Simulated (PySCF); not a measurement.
# Computed structure and properties of Hf(NH2)4

System: Hf(NH2)4 (singlet); start: displaced along the imaginary mode (S4). Method: PySCF 2.14.0, RKS BP86, Hf def2-SVP with ECP60, N def2-SVP, H def2-SVP; non-relativistic Hamiltonian with scalar-relativistic core potentials where named; density fitting; no spin-orbit coupling.

Input of the relaxation:

```python
mol = gto.M(atom='''
Hf     0.00000     0.00000    -0.00000
N      1.05852     1.25879     1.25242
H      1.69035     0.89339     2.02021
H      1.29171     2.27203     1.05974
N     -1.05852    -1.25242     1.25879
H     -1.29171    -1.05974     2.27203
H     -1.69035    -2.02021     0.89339
N      1.05852    -1.25879    -1.25242
H      1.29171    -2.27203    -1.05974
H      1.69035    -0.89339    -2.02021
N     -1.05852     1.25242    -1.25879
H     -1.69035     2.02021    -0.89339
H     -1.29171     1.05974    -2.27203''',
    basis={'Hf': 'def2-SVP', 'N': 'def2-SVP', 'H': 'def2-SVP'},
    ecp={'Hf': 'def2-SVP'},
    charge=0, spin=0)
mf = dft.RKS(mol, xc='B88,P86')
mf.grids.atom_grid = (50, 194)
mf = mf.density_fit()  # fitting sets: Hf def2-universal-JKFIT, N def2-universal-JKFIT, H def2-universal-JKFIT
mf.conv_tol = 1e-08; mf.max_cycle = 55
mf.kernel(dm0)  # dm0: converged density of the start geometry
# quasi-Newton relaxation in Cartesian coordinates to a largest gradient under 0.00045 Eh/bohr, steps kept in the point group
```

Run from Python with OMP_NUM_THREADS=2; the lines above give its settings. Where DIIS fails, smearing, a level shift and second-order steps follow.
It took 2.6 min on 2 threads of Arm Neoverse V1, with other jobs on the host, from the converged density of the start.

Course of the relaxation:

```
step  energy above end (eV)  largest force component within the symmetry (eV/Å)
   0                 0.3066                                               1.109
   1                 0.1423                                               0.098
   2                 0.1258                                               0.073
   3                 0.1052                                               0.207
   4                 0.0892                                               0.363
   5                 0.0674                                               0.419
   6                 0.0366                                               0.246
   7                 0.0219                                               0.324
  15                 0.0006                                               0.027
  16                 0.0004                                               0.049
  17                 0.0004                                               0.051
  18                 0.0001                                               0.032
  19                 0.0000                                               0.029
  20                 0.0000                                               0.007
```
(The steps between are left out.)

Relaxed geometry (S4):

```xyz
13

Hf    0.0000    0.0000    0.0000
N     1.2089    1.2300    1.1283
H     2.0681    0.9045    1.5917
H     1.1363    2.2421    1.2862
N    -1.2090   -1.1282    1.2300
H    -1.1362   -1.2864    2.2421
H    -2.0681   -1.5917    0.9045
N     1.2089   -1.2300   -1.1283
H     1.1363   -2.2421   -1.2862
H     2.0681   -0.9045   -1.5917
N    -1.2090    1.1282   -1.2300
H    -2.0681    1.5917   -0.9045
H    -1.1362    1.2864   -2.2421
```

| contact | Å |
| --- | --- |
| Hf1–N2 (NH2) | 2.061 |
| Hf1–N5 (NH2) | 2.061 |
| Hf1–N8 (NH2) | 2.061 |
| Hf1–N11 (NH2) | 2.061 |

On the finer grid (75, 302):

```json
{
  "HOMO": "-5.21 eV",
  "LUMO": "-0.38 eV",
  "Dipole about the centre of mass": "0.00 D",
  "Set of Mulliken populations of Hf1 outside the core potential": "s 2.47, p 6.38, d 2.30, f 0.13",
  "D3(BJ) dispersion energy (not in the energies)": "-0.424 eV"
}
```

```tsv
atom	Mulliken (e)	Löwdin (e)	spin (e)
Hf1	0.73	0.09	0.00
N2	-0.45	-0.19	0.00
H3	0.13	0.08	0.00
H4	0.13	0.08	0.00
N5	-0.45	-0.19	0.00
H6	0.13	0.08	0.00
H7	0.13	0.08	0.00
N8	-0.45	-0.19	0.00
H9	0.13	0.08	0.00
H10	0.13	0.08	0.00
N11	-0.45	-0.19	0.00
H12	0.13	0.08	0.00
H13	0.13	0.08	0.00
```

On the grid (50, 194), as all that follows. Harmonic modes: a minimum; lowest 103 cm⁻¹ (negative: unstable), highest 3522 cm⁻¹, zero-point energy 2.562 eV.

Taking off one NH2 (charge -1, singlet; the rest: singlet) in vacuum, both parts rigid, costs 11.50 eV; the small basis without counterpoise inflates it. Most of it is the attraction of opposite charges; other ways to part are cheaper, and one spin state was tried for the rest.

Rigid scan of NH2 along the line from its metal:

distance to N2 (Å), energy (eV) and a bar:
```
     1.76      1.349 #########
     1.86      0.513 ####
     1.96      0.111 #
     2.06      0.000 
     2.16      0.082 #
     2.26      0.287 ##
     2.46      0.896 ######
     2.76      1.948 #############
     3.16      3.212 ######################
     3.66      4.370 ##############################
```

One start shape was tried, so this needn't be the lowest isomer.
